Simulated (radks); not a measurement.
Q: Radial electron density D(r) = 4 pi r^2 rho(r) of an atom or ion with 5 electrons. Calculated with a radial shooting solver on a logarithmic mesh with Libxc functionals: Dirac Kohn-Sham, PBEsol, spin-unpolarised, spherical densities, finite nucleus; Fermi nuclear charge, rms radius of each element as measured or else 0.836 A^(1/3) + 0.57 fm.

| r (bohr) | D(r) (e/bohr) |
|---|---|
| 0.002461 | 3.490 |
| 0.002688 | 4.056 |
| 0.002958 | 4.769 |
| 0.003256 | 5.594 |
| 0.003585 | 6.547 |
| 0.003946 | 7.642 |
| 0.004343 | 8.894 |
| 0.004781 | 10.32 |
| 0.005263 | 11.93 |
| 0.005793 | 13.73 |
| 0.006377 | 15.74 |
| 0.007019 | 17.96 |
| 0.007726 | 20.39 |
| 0.008505 | 23.01 |
| 0.009362 | 25.80 |
| 0.01031 | 28.73 |
| 0.01134 | 31.75 |
| 0.01239 | 34.54 |
| 0.01363 | 37.52 |
| 0.01501 | 40.35 |
| 0.01652 | 42.90 |
| 0.01819 | 45.06 |
| 0.02002 | 46.68 |
| 0.02204 | 47.64 |
| 0.02426 | 47.84 |
| 0.0267 | 47.18 |
| 0.02939 | 45.65 |
| 0.03235 | 43.28 |
| 0.03561 | 40.15 |
| 0.0392 | 36.46 |
| 0.04315 | 32.44 |
| 0.0475 | 28.41 |
| 0.05228 | 24.68 |
| 0.05709 | 21.81 |
| 0.06284 | 19.48 |
| 0.06917 | 18.15 |
| 0.07614 | 17.81 |
| 0.08382 | 18.32 |
| 0.09226 | 19.38 |
| 0.1016 | 20.60 |
| 0.1118 | 21.53 |
| 0.1231 | 21.79 |
| 0.1355 | 21.12 |
| 0.1491 | 19.46 |
| 0.1641 | 16.94 |
| 0.1807 | 13.85 |
| 0.1989 | 10.57 |
| 0.2189 | 7.498 |
| 0.241 | 4.908 |
| 0.2631 | 3.084 |
| 0.2896 | 1.697 |
| 0.3188 | 0.8422 |
| 0.3509 | 0.3735 |
| 0.3863 | 0.1464 |
| 0.4252 | 0.05008 |
| 0.4681 | 0.01477 |
| 0.5152 | 0.003700 |

What is the nuclear charge?

A: Z = 40. The innermost maximum, from 1s, lies near gamma/Z bohr with gamma = sqrt(1 - (Z/c)^2) = 0.956, here 0.0239 bohr (found: 0.0237), and its height grows with Z. The density is that of the zirconium ion Zr35+ in [He] 2s2 2p1; the configuration itself is not fixed sharply by these data, and Z only to a few units. D(r) has 2 maxima, at r = 0.0237, 0.121 bohr, and minima at 0.0749 bohr, inside which lie 2.21 electrons.
